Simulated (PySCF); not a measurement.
C₄F₅ (SMILES F[C]1C(F)=C(F)C1(F)F), doublet, at a GFN2-xTB geometry; DF-WB97X-V/STO-3G run with PySCF.

PySCF was given this input:
```python
from pyscf import gto, scf, dft

mol = gto.M(
    atom='''
F    -0.10508476    2.29887463    0.45842030
C     0.06611296    1.02363900    0.18498420
C     1.14126835    0.20846871   -0.15352017
F     2.41947565    0.44195125   -0.32546097
C     0.36797154   -0.94434736   -0.24337601
F     0.58664635   -2.21091063   -0.52319859
C    -0.89285418   -0.16309237    0.12010420
F    -1.50114293   -0.50648297    1.26906905
F    -1.85489344   -0.10654426   -0.81762460
''',
    basis='sto-3g',
    spin=1,
    verbose=4,
)

mf = dft.UKS(mol)
mf.xc = 'wb97x_v'
mf = mf.density_fit(auxbasis='def2-universal-jkfit')
mf.kernel()
```

The log (banner, timings and long lists left out):

```
PySCF version 2.14.0

[INPUT] verbose = 4
[INPUT] num. atoms = 9
[INPUT] num. electrons = 69
[INPUT] charge = 0
[INPUT] spin (= nelec alpha-beta = 2S) = 1
[INPUT] symmetry False subgroup None
[INPUT] Mole.unit = angstrom
[INPUT] Symbol           X                Y                Z      unit          X                Y                Z       unit  Magmom
[INPUT]  1 F     -0.105084760000   2.298874630000   0.458420300000 AA   -0.198581416266   4.344243445411   0.866288816941 Bohr   0.0
[INPUT]  2 C      0.066112960000   1.023639000000   0.184984200000 AA    0.124935387684   1.934397360424   0.349569475372 Bohr   0.0
[INPUT]  3 C      1.141268350000   0.208468710000  -0.153520170000 AA    2.156684616134   0.393948767441  -0.290111075897 Bohr   0.0
[INPUT]  4 F      2.419475650000   0.441951250000  -0.325460970000 AA    4.572146343554   0.835166822909  -0.615032097535 Bohr   0.0
[INPUT]  5 C      0.367971540000  -0.944347360000  -0.243376010000 AA    0.695365432234  -1.784557876856  -0.459914004189 Bohr   0.0
[INPUT]  6 F      0.586646350000  -2.210910630000  -0.523198590000 AA    1.108600933476  -4.178015576590  -0.988702043859 Bohr   0.0
[INPUT]  7 C     -0.892854180000  -0.163092370000   0.120104200000 AA   -1.687249869373  -0.308199912306   0.226964044410 Bohr   0.0
[INPUT]  8 F     -1.501142930000  -0.506482970000   1.269069050000 AA   -2.836749011527  -0.957114100056   2.398192937662 Bohr   0.0
[INPUT]  9 F     -1.854893440000  -0.106544260000  -0.817624600000 AA   -3.505240591852  -0.201339471544  -1.545086566707 Bohr   0.0

nuclear repulsion = 465.461400997297
number of shells = 27
number of NR pGTOs = 135
number of NR cGTOs = 45
basis = sto-3g
ecp = {}

******** <class 'pyscf.df.df_jk.DFUKS'> ********
method = DFUKS
initial guess = minao
damping factor = 0
level_shift factor = 0
DIIS = <class 'pyscf.scf.diis.CDIIS'>
diis_start_cycle = 1
diis_space = 8
diis_damp = 0
SCF conv_tol = 1e-09
SCF conv_tol_grad = None
SCF max_cycles = 50
direct_scf = False
number electrons alpha = 35  beta = 34
XC library pyscf.dft.libxc version 7.1.2
    S. Lehtola, C. Steigemann, M. J. T. Oliveira, and M. A. L. Marques,  SoftwareX 7, 1–5 (2018)
XC functionals = wb97x_v
    N. Mardirossian and M. Head-Gordon,  Phys. Chem. Chem. Phys. 16, 9904–9924 (2014)
radial grids:
    Treutler-Ahlrichs [JCP 102, 346 (1995); DOI:10.1063/1.469408] (M4) radial grids

becke partition: Becke, JCP 88, 2547 (1988); DOI:10.1063/1.454033
pruning grids: <function nwchem_prune>
grids dens level: 3
symmetrized grids: False
atomic radii adjust function: <function treutler_atomic_radii_adjust>
** Following is NLC and NLC Grids **
NLC functional = wb97x_v
radial grids:
    Treutler-Ahlrichs [JCP 102, 346 (1995); DOI:10.1063/1.469408] (M4) radial grids

becke partition: Becke, JCP 88, 2547 (1988); DOI:10.1063/1.454033
pruning grids: <function nwchem_prune>
grids dens level: 3
symmetrized grids: False
atomic radii adjust function: <function treutler_atomic_radii_adjust>
small_rho_cutoff = 0
Set gradient conv threshold to 3.16228e-05
tot grids = 127784
tot grids = 127784
******** <class 'pyscf.df.df.DF'> ********
auxbasis = def2-universal-jkfit
Create RSH-DF object <pyscf.df.df.DF object> for omega=0.3
******** <class 'pyscf.df.df.DF'> ********
auxbasis = auxmol.basis = def2-universal-jkfit
init E= -644.252754915493

cycle= 1 E= -641.965645468258  delta_E= 2.29  |g|= 0.641  |ddm|= 3.27
cycle= 2 E= -642.052500858882  delta_E= -0.0869  |g|= 0.622  |ddm|= 1.57
cycle= 3 E= -642.257142208218  delta_E= -0.205  |g|= 0.0381  |ddm|= 0.727
cycle= 4 E= -642.258879231195  delta_E= -0.00174  |g|= 0.0188  |ddm|= 0.0863
cycle= 5 E= -642.259421849139  delta_E= -0.000543  |g|= 0.00771  |ddm|= 0.0443
cycle= 6 E= -642.259645211603  delta_E= -0.000223  |g|= 0.00258  |ddm|= 0.0407
cycle= 7 E= -642.259669577021  delta_E= -2.44e-05  |g|= 0.000673  |ddm|= 0.0156
cycle= 8 E= -642.259670483583  delta_E= -9.07e-07  |g|= 0.000253  |ddm|= 0.00273
cycle= 9 E= -642.25967055669  delta_E= -7.31e-08  |g|= 6.5e-05  |ddm|= 0.000676
cycle= 10 E= -642.259670562266  delta_E= -5.58e-09  |g|= 2.09e-05  |ddm|= 0.00017
cycle= 11 E= -642.259670562967  delta_E= -7.01e-10  |g|= 6.38e-06  |ddm|= 6.45e-05
Extra cycle  E= -642.25967056302  delta_E= -5.25e-11  |g|= 2.94e-06  |ddm|= 1.54e-05
converged SCF energy = -642.25967056302  <S^2> = 0.80437838  2S+1 = 2.0536586
```
